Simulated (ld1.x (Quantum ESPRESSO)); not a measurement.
# How hard is this O (Z = 8) PAW potential?

```json
{
  "Element": "O (Z = 8)",
  "Generator": "ld1.x (Quantum ESPRESSO) 7.5",
  "Type": "PAW",
  "Functional": "PBEsol",
  "Relativity": "scalar-relativistic",
  "Frozen core": "[He]",
  "Valence charge": "6",
  "Reference configuration": "2s2 2p4",
  "Partial waves": "2s (bound): rcut 0.65, rcutus 0.80 bohr; 2s channel at 0.75 Ry: rcut 0.65, rcutus 0.80 bohr; 2p (bound): rcut 1.25, rcutus 1.65 bohr; 2p channel at -0.3 Ry: rcut 1.25, rcutus 1.65 bohr; 3d channel at 0.3 Ry: rcut 1.50, rcutus 1.80 bohr; 3d channel at 2.6 Ry: rcut 1.50, rcutus 1.80 bohr",
  "Local potential": "all-electron potential smoothed inside 1.65 bohr (lloc = -1)",
  "Core correction": "a·sin(br)/r model core inside 0.45 bohr",
  "Augmentation charge": "PSQ, inside the norm-conserving radii"
}
```

The pseudo-atom Hamiltonian at the reference potential is diagonalised in spherical Bessel functions j_l(qr) that vanish at 20 bohr, with q² up to the cutoff. All-electron valence levels (Ry): 2s -1.7499, 2p -0.6596.

Q: How do the lowest levels (Ry) of each channel move with the cutoff, and are there ghosts?

A:

| cutoff (Ry) | s #1 | p #1 | d #1 | f #1 | f #2 | Σ f·Δε (mRy) |
| --- | --- | --- | --- | --- | --- | --- |
| 8 | -1.6777 | -0.2201 | 0.0794 | 0.1207 | 0.2626 | 1902.3 |
| 12 | -1.7196 | -0.4551 | 0.0794 | 0.1207 | 0.2626 | 878.6 |
| 21 | -1.7240 | -0.6470 | 0.0794 | 0.1207 | 0.2626 | 102.1 |
| 30 | -1.7321 | -0.6593 | 0.0794 | 0.1207 | 0.2626 | 37.1 |
| 40 | -1.7432 | -0.6593 | 0.0794 | 0.1207 | 0.2626 | 14.5 |
| 50 | -1.7480 | -0.6595 | 0.0794 | 0.1207 | 0.2626 | 4.1 |
| 70 | -1.7496 | -0.6596 | 0.0794 | 0.1207 | 0.2626 | 0.7 |
| 90 | -1.7497 | -0.6596 | 0.0794 | 0.1207 | 0.2626 | 0.6 |
| 400 | -1.7499 | -0.6596 | 0.0794 | 0.1207 | 0.2626 | 0.0 |

Result: no extra level below or beside the all-electron valence levels (s, p, d, f tested); 10 mRy is reached at 45 Ry and 1 mRy at 70 Ry.
